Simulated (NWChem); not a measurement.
## Ionisation of ammonia borane (H₆BN)

```xyz
8

B      0.9250    -0.0703     0.0000
N     -0.7241     0.0551     0.0000
H      1.3318     1.0825     0.0000
H      1.1975    -0.6830    -1.0223
H      1.1975    -0.6830     1.0223
H     -1.0582     0.5584     0.8253
H     -1.1666    -0.8671     0.0000
H     -1.0582     0.5584    -0.8253
```
Charge 0, spin multiplicity 1.

Everything below was run with NWChem. The geometry was optimised at B3LYP/def2-SVP, a minimum by its harmonic frequencies.

Basis set: def2-TZVP. −ε marks an orbital energy of the parent.

B3LYP has NWChem's definition, with VWN1-RPA local correlation.

Problem. One of these methods gave a first vertical ionisation energy of 11.21 eV. Which?
A) −ε(HOMO) of BP86
B) −ε(HOMO) of PBE0
C) −ε(HOMO) of B3LYP
D) −ε(HOMO) of HF

Solution. D, −ε(HOMO) of HF. The others give 7.77 (−ε(HOMO) of PBE0), 6.52 (−ε(HOMO) of BP86), 7.60 (−ε(HOMO) of B3LYP).
